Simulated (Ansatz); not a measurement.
Geometry optimisation, DFT PBEsol, scalar-relativistic, plane waves, PAW (Ansatz 0.2.0).

Input:

```yaml
crystal:
  lattice:
    - [6.269221, 0.0, 0.0]
    - [0.0, 6.269221, 0.0]
    - [0.0, 0.0, 6.269221]
  atoms:
    - { symbol: O, position: [0.841246, 0.0481146, 0.6506711] }
    - { symbol: H, position: [0.8731688, 0.1293921, 0.5232204] }
    - { symbol: H, position: [0.8416651, -0.0986702, 0.6024753] }
    - { symbol: O, position: [0.2740141, 0.9242651, 0.5394524] }
    - { symbol: H, position: [0.2076638, 0.9748727, 0.6694727] }
    - { symbol: H, position: [0.173428, 0.9628182, 0.4287055] }
    - { symbol: O, position: [0.0240283, 0.8983266, 0.0885379] }
    - { symbol: H, position: [0.0644984, 0.9529409, -0.0502002] }
    - { symbol: H, position: [-0.0318036, 0.7574564, 0.0584184] }
    - { symbol: O, position: [0.5078716, 0.2214711, 0.2687836] }
    - { symbol: H, position: [0.501627, 0.3373682, 0.1668147] }
    - { symbol: H, position: [0.5029457, 0.0943083, 0.1811814] }
    - { symbol: O, position: [0.7322154, 0.476208, 0.8485813] }
    - { symbol: H, position: [0.678239, 0.5716354, 0.7397284] }
    - { symbol: H, position: [0.7522676, 0.3422583, 0.7742565] }
    - { symbol: O, position: [0.1947169, 0.3418586, 0.9300077] }
    - { symbol: H, position: [0.0543379, 0.3348009, 0.994138] }
    - { symbol: H, position: [0.2523523, 0.1999912, 0.9505161] }
    - { symbol: Li, position: [0.0270839, 0.5363746, 0.4439724] }
    - { symbol: Cl, position: [0.6327687, 0.8050348, 0.0171863] }
basis:
  ecutwfc: 420.0
kpoints:
  mp_grid: { grid: [1, 1, 1] }
hamiltonian:
  xc: pbesol
scf:
  occupations: { method: fermi_dirac, width: 0.05 }
  lower_state_search: "off"
relax:
  f_tol: 0.3
  max_steps: 15
  adjacent_minimum: "off"
```

Run as:

```bash
$ ansatz run input.yaml --threads 1 --pin off --max-ram 3072MiB --backend cpu --events-out ev --progress --plain --runs-dir out
```

Where does it end, and by what steps?

The run converged. The threshold is loose, so the end isn't yet a minimum. The force dipped under the threshold on the way, but the program's further checks kept it going. Limits of this set-up: coarse k mesh. After 14 steps the energy has fallen by 6.479 eV; Li19 moved furthest, 1.75 Å. Joined: O4–Li19, O13–Li19, O16–Li19.

```json
{"step": "0", "energy less start (eV)": "0.0000", "largest force component (eV/Å)": "2.146", "accepted": "yes"}
{"step": "1", "energy less start (eV)": "-1.4657", "largest force component (eV/Å)": "1.831", "accepted": "yes"}
{"step": "2", "energy less start (eV)": "-2.3312", "largest force component (eV/Å)": "2.531", "accepted": "yes"}
{"step": "3", "energy less start (eV)": "-3.2435", "largest force component (eV/Å)": "2.701", "accepted": "yes"}
{"step": "4", "energy less start (eV)": "-3.9671", "largest force component (eV/Å)": "1.817", "accepted": "yes"}
{"step": "5", "energy less start (eV)": "-4.5688", "largest force component (eV/Å)": "1.030", "accepted": "yes"}
{"step": "6", "energy less start (eV)": "-5.0245", "largest force component (eV/Å)": "1.334", "accepted": "yes"}
{"step": "7", "energy less start (eV)": "-5.4185", "largest force component (eV/Å)": "1.215", "accepted": "yes"}
{"step": "8", "energy less start (eV)": "-5.7880", "largest force component (eV/Å)": "1.091", "accepted": "yes"}
{"step": "9", "energy less start (eV)": "-6.0421", "largest force component (eV/Å)": "0.898", "accepted": "yes"}
{"step": "10", "energy less start (eV)": "-6.2308", "largest force component (eV/Å)": "0.491", "accepted": "yes"}
{"step": "11", "energy less start (eV)": "-6.3676", "largest force component (eV/Å)": "0.351", "accepted": "yes"}
{"step": "12", "energy less start (eV)": "-6.4279", "largest force component (eV/Å)": "0.654", "accepted": "yes"}
{"step": "13", "energy less start (eV)": "-6.4786", "largest force component (eV/Å)": "0.279", "accepted": "yes"}
{"step": "14", "energy less start (eV)": "-6.4786", "largest force component (eV/Å)": "0.279", "accepted": "yes"}
```

```xyz
20
Lattice="6.2692 0.0000 0.0000 0.0000 6.2692 0.0000 0.0000 0.0000 6.2692" Properties=species:S:1:pos:R:3
O 4.735 0.662 3.784
H 4.238 0.620 2.937
H 4.314 0.006 4.404
O 1.296 4.942 3.332
H 1.516 5.745 3.842
H 0.777 5.269 2.544
O 0.000 5.951 1.148
H 0.615 6.196 0.426
H -0.783 5.559 0.678
O 3.141 1.382 1.192
H 3.819 2.049 0.985
H 3.416 0.548 0.716
O 5.449 2.942 4.759
H 4.761 3.602 5.032
H 5.018 2.119 4.358
O 1.402 1.794 5.458
H 0.480 1.962 5.762
H 1.988 1.756 6.269
Li 1.007 3.356 4.316
Cl 3.621 5.048 -0.342
```

Time of the run: 20 s on 1 thread of Arm Neoverse V2, on a shared host, peak memory 0.34 GiB.
